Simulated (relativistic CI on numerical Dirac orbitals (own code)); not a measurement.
Tm22+: computed level list

Method of calculation: Dirac-Coulomb-Breit CI, orbitals from a KLI potential per configuration, QED by a radiative potential, unscaled Slater integrals (own radial code, finite nucleus).

CI space (outside the closed core [Ar] 3d10): 4s2.4p6.4d10.4f, 4s2.4p6.4d10.5s, 4s2.4p6.4d9.4f2, 4s2.4p6.4d10.5p, 4s2.4p6.4d10.5d, 4s2.4p5.4d10.4f2, 4s2.4p6.4d9.5s2, 4s2.4p6.4d9.4f.5s, 4s2.4p6.4d10.5f, 4s2.4p6.4d9.5s.5p, 4s.4p6.4d10.4f2, 4s2.4p6.4d10.6s, 4s2.4p6.4d9.4f.5p, 4s2.4p6.4d10.6p, 4s2.4p6.4d10.5g, 4s2.4p4.4d10.4f3. Levels of other configurations are missing.

The lowest level is 4s2.4p6.4d10.4f 2F°_5/2, with 100 % of that term; Hund's rules for 4s2.4p6.4d10.4f give 2F° with J = 5/2, in agreement.

| No. | Configuration | Term | J | E (cm⁻¹) | % | Next component (%) | Landé g |
| --- | --- | --- | --- | --- | --- | --- | --- |
| 1 | 4s2.4p6.4d10.4f | 2F° | 5/2 | 0 | 100 |  | 0.854 |
| 2 | 4s2.4p6.4d10.4f | 2F° | 7/2 | 17033 | 100 |  | 1.141 |
| 3 | 4s2.4p6.4d10.5s | 2S | 1/2 | 609811 | 99 | 1 4s2.4p6.4d9.4f.5p 2S | 2.000 |
| 4 | 4s2.4p6.4d10.5p | 2P° | 1/2 | 907514 | 100 |  | 0.664 |
| 5 | 4s2.4p6.4d10.5p | 2P° | 3/2 | 1046895 | 99 |  | 1.333 |
| 6 | 4d9.4f2(3H) | 4F | 3/2 | 1330839 | 95 | 3 2D | 0.424 |
| 7 | 4d9.4f2(3H) | 4F | 5/2 | 1334892 | 76 | 13 4G | 0.983 |
| 8 | 4d9.4f2(3H) | 4F | 7/2 | 1344403 | 68 | 23 4G | 1.178 |
| 9 | 4d9.4f2(3F) | 4F | 9/2 | 1357678 | 67 | 26 4G | 1.270 |
| 10 | 4d9.4f2(1G) | 2F | 7/2 | 1362486 | 27 | 24 2G | 1.085 |
| 11 | 4d9.4f2(3F) | 4D | 5/2 | 1371639 | 50 | 18 4F | 1.180 |
| 12 | 4d9.4f2(3H) | 4K | 13/2 | 1372042 | 52 | 38 2K | 0.964 |
| 13 | 4d9.4f2(1G) | 2F | 5/2 | 1372950 | 41 | 32 4G | 0.838 |
| 14 | 4d9.4f2(3H) | 4H | 9/2 | 1374431 | 33 | 29 2G | 1.070 |
| 15 | 4d9.4f2(3H) | 4K | 15/2 | 1375968 | 80 | 17 2K | 1.088 |
| 16 | 4d9.4f2(3P) | 4D | 7/2 | 1376650 | 50 | 29 2G | 1.191 |
| 17 | 4d9.4f2(3F) | 4D | 3/2 | 1379119 | 67 | 13 4F | 1.100 |
| 18 | 4d9.4f2(3F) | 4H | 11/2 | 1380123 | 49 | 42 4G | 1.172 |
| 19 | 4d9.4f2(3H) | 4K | 17/2 | 1380704 | 97 | 3 2L | 1.171 |
| 20 | 4d9.4f2(3F) | 4D | 1/2 | 1388027 | 80 | 13 4P | 0.400 |
| 21 | 4d9.4f2(3H) | 4I | 11/2 | 1388636 | 24 | 20 4K | 1.007 |
| 22 | 4d9.4f2(1D) | 2F | 7/2 | 1388759 | 34 | 33 4G | 1.061 |
| 23 | 4d9.4f2(3F) | 4H | 13/2 | 1388956 | 76 | 12 2I | 1.193 |
| 24 | 4d9.4f2(3H) | 4G | 5/2 | 1391834 | 29 | 25 2F | 0.991 |
| 25 | 4d9.4f2(3H) | 2F | 7/2 | 1396649 | 31 | 28 2G | 1.072 |
| 26 | 4d9.4f2(3F) | 4G | 9/2 | 1398960 | 48 | 18 2G | 1.122 |
| 27 | 4d9.4f2(3H) | 2H | 9/2 | 1401138 | 35 | 30 4G | 1.017 |
| 28 | 4d9.4f2(3F) | 4G | 11/2 | 1403534 | 24 | 22 4H | 1.050 |
| 29 | 4d9.4f2(1G) | 2D | 3/2 | 1405998 | 76 | 16 4P | 0.973 |
| 30 | 4d9.4f2(3H) | 4I | 13/2 | 1407067 | 44 | 28 2K | 1.054 |
| 31 | 4d9.4f2(1G) | 2I | 13/2 | 1411705 | 72 | 18 4H | 1.096 |
| 32 | 4d9.4f2(3F) | 4P | 1/2 | 1412151 | 79 | 10 2P | 2.216 |
| 33 | 4d9.4f2(3H) | 4G | 11/2 | 1414092 | 70 | 16 4H | 1.222 |
| 34 | 4d9.4f2(3F) | 4G | 5/2 | 1414594 | 33 | 25 2D | 0.927 |
| 35 | 4d9.4f2(3H) | 4I | 15/2 | 1415563 | 79 | 21 2K | 1.170 |
| 36 | 4d9.4f2(3F) | 2H | 9/2 | 1416133 | 33 | 22 2G | 0.998 |
| 37 | 4d9.4f2(1I) | 2L | 17/2 | 1417108 | 97 | 3 4K | 1.060 |
| 38 | 4d9.4f2(3F) | 4G | 7/2 | 1419752 | 35 | 29 2G | 1.008 |
| 39 | 4d9.4f2(1G) | 2H | 11/2 | 1421372 | 64 | 14 4G | 1.079 |
| 40 | 4d9.4f2(3F) | 4F | 3/2 | 1422124 | 46 | 38 2D | 0.721 |
| 41 | 4d9.4f2(1D) | 2G | 9/2 | 1423000 | 62 | 11 2H | 1.056 |
| 42 | 4d9.4f2(1D) | 2D | 5/2 | 1428427 | 38 | 35 2F | 1.015 |
| 43 | 4d9.4f2(1D) | 2F | 7/2 | 1428700 | 42 | 20 2G | 1.043 |
| 44 | 4d9.4f2(3F) | 2H | 9/2 | 1429038 | 28 | 24 4G | 1.054 |
| 45 | 4d9.4f2(3F) | 4P | 3/2 | 1430917 | 52 | 24 2P | 1.461 |

Energies count from the lowest computed level; ° marks odd parity. Percentages are summed over parent terms; the parents shown are those of the largest component, closed shells are left out there.

The mean weight of the leading LS term, summed over parents, in these 45 levels is 60 %, and that of the leading jj configuration (from the same eigenvectors) 70 %, so jj coupling describes them better and the LS labels are nominal.

At this charge transitions that keep the count of f electrons are usually good to a few per cent. Terms inside the open d or f shell come out 10 to 20 % too wide with unscaled integrals. Levels that differ in their count of f electrons can be misplaced by several ten thousand cm⁻¹, since the correlation energy of f electrons is missing or only estimated; rates across such gaps can be off by orders of magnitude.

LS names give the leading component of a level, which can be under half, so a name can repeat, a term be missing and a line seem to break the LS rules.
